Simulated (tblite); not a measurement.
Compound: C4H9BBrF.
Atom-mapped SMILES: `[CH3:1][C:2]([CH3:3])([BH:4][Br:5])[CH2:6][F:7]` (hydrogens: H8, H9, H10 on C1; H11, H12, H13 on C3; H14 on B4; H15, H16 on C6)

Computed with GFN2-xTB (tblite), gas phase: L-BFGS steps from a force-field or distance-geometry start until the largest atomic force falls under 0.01 eV/Å.

Step 53: E = -632.3090 eV
```
atom  x, y, z in Å  |  force x, y, z in eV/Å
C1     -0.5120    1.3805   -0.3709    0.039  -0.053   0.043
C2      0.0783    0.0147    0.0303    0.108  -0.134  -0.049
C3      0.4614   -0.7714   -1.2365    0.067  -0.067  -0.060
B4      1.3865    0.2950    0.9049   -0.011  -0.023   0.067
Br5     1.3721    0.2283    2.7589   -0.004   0.045  -0.019
C6     -1.0362   -0.7660    0.7414    0.044  -0.015  -0.012
F7     -0.6109   -2.0193    1.1114    0.072  -0.021  -0.006
H8      0.2190    1.9433   -0.9443   -0.028   0.060  -0.028
H9     -0.7782    1.9500    0.5166   -0.034   0.075  -0.011
H10    -1.4064    1.2416   -0.9750    0.021   0.014  -0.024
H11     0.8511   -1.7533   -0.9624   -0.079   0.075  -0.040
H12    -0.4038   -0.9111   -1.8841    0.020   0.017   0.035
H13     1.2337   -0.2485   -1.7960   -0.030   0.018  -0.007
H14     2.3859    0.6151    0.3751   -0.078  -0.043   0.040
H15    -1.3679   -0.2704    1.6589   -0.044   0.032   0.002
H16    -1.8803   -0.9195    0.0602   -0.062   0.020   0.068
```

Step 54: E = -632.3119 eV
```
atom  x, y, z in Å  |  force x, y, z in eV/Å
C1     -0.5133    1.3826   -0.3665    0.045  -0.048   0.026
C2      0.0799    0.0148    0.0249    0.054  -0.119   0.006
C3      0.4574   -0.7715   -1.2428    0.056  -0.038  -0.018
B4      1.3901    0.2914    0.9006   -0.042  -0.030   0.068
Br5     1.3525    0.2642    2.7557    0.015   0.052  -0.029
C6     -1.0322   -0.7656    0.7419    0.037  -0.066   0.002
F7     -0.5984   -2.0164    1.1119    0.084  -0.043   0.016
H8      0.2241    1.9551   -0.9214   -0.026   0.077  -0.040
H9     -0.7968    1.9415    0.5234   -0.017   0.048  -0.024
H10    -1.3975    1.2478   -0.9870    0.030   0.007  -0.011
H11     0.8392   -1.7553   -0.9658   -0.064   0.067  -0.054
H12    -0.4071   -0.9057   -1.8918    0.018   0.024   0.028
H13     1.2347   -0.2503   -1.7956   -0.020   0.007  -0.041
H14     2.4001    0.5815    0.3728   -0.090  -0.042   0.050
H15    -1.3620   -0.2722    1.6630   -0.037   0.027  -0.055
H16    -1.8784   -0.9329    0.0654   -0.043   0.076   0.076
```

Step 55: E = -632.3147 eV
```
atom  x, y, z in Å  |  force x, y, z in eV/Å
C1     -0.5115    1.3831   -0.3604    0.039  -0.027  -0.001
C2      0.0825    0.0111    0.0201   -0.023  -0.048   0.055
C3      0.4554   -0.7721   -1.2500    0.029   0.004   0.013
B4      1.3920    0.2858    0.8988   -0.054  -0.032   0.066
Br5     1.3307    0.3041    2.7549    0.036   0.057  -0.066
C6     -1.0292   -0.7668    0.7411    0.023  -0.100   0.018
F7     -0.5884   -2.0154    1.1118    0.078  -0.057   0.040
H8      0.2276    1.9642   -0.9037   -0.012   0.075  -0.043
H9     -0.8056    1.9365    0.5307    0.005   0.006  -0.030
H10    -1.3901    1.2558   -0.9913    0.039  -0.014   0.003
H11     0.8395   -1.7536   -0.9716   -0.041   0.044  -0.071
H12    -0.4118   -0.9093   -1.8950    0.028   0.032   0.024
H13     1.2286   -0.2442   -1.8018   -0.017  -0.017  -0.061
H14     2.4110    0.5461    0.3712   -0.104  -0.042   0.079
H15    -1.3592   -0.2725    1.6635   -0.014   0.006  -0.100
H16    -1.8792   -0.9438    0.0702   -0.010   0.112   0.073
```

Problem. Estimate the geometry and energy of step 56. (The exact step hangs on the optimiser's Hessian estimate; all steps are aligned on step 55, rigid shifts and turns removed.)

Solution. E = -632.3175 eV, largest force 0.138 eV/Å
```
atom  x, y, z in Å  |  force x, y, z in eV/Å
C1     -0.5097    1.3821   -0.3584    0.028   0.024  -0.032
C2      0.0850    0.0071    0.0161   -0.106   0.038   0.080
C3      0.4546   -0.7726   -1.2567   -0.027   0.085   0.050
B4      1.3914    0.2808    0.9005   -0.112  -0.043  -0.013
Br5     1.3133    0.3241    2.7506    0.042   0.061   0.035
C6     -1.0247   -0.7685    0.7430    0.007  -0.110   0.030
F7     -0.5743   -2.0142    1.1132    0.052  -0.065   0.056
H8      0.2295    1.9716   -0.8942    0.001   0.047  -0.030
H9     -0.8141    1.9354    0.5307    0.030  -0.046  -0.032
H10    -1.3831    1.2615   -0.9986    0.045  -0.044   0.018
H11     0.8312   -1.7539   -0.9793    0.019  -0.040  -0.061
H12    -0.4125   -0.9052   -1.9014    0.007   0.039   0.007
H13     1.2282   -0.2423   -1.8038    0.008  -0.026  -0.083
H14     2.4125    0.5258    0.3771   -0.030  -0.025   0.047
H15    -1.3518   -0.2714    1.6660    0.011  -0.014  -0.113
H16    -1.8830   -0.9514    0.0839    0.026   0.118   0.042
```

The energy changes by -0.0028 eV. The first-order estimate −F·Δx gives -0.0046 eV and the mean of the old and new forces, exact on a quadratic surface, -0.0028 eV. The step makes an angle of 74° with the force vector and moves no atom by more than 0.027 Å.

The cost below is that of the whole relaxation. On an Arm Neoverse V1 with one thread, shared host, this took 0.66 s wall.
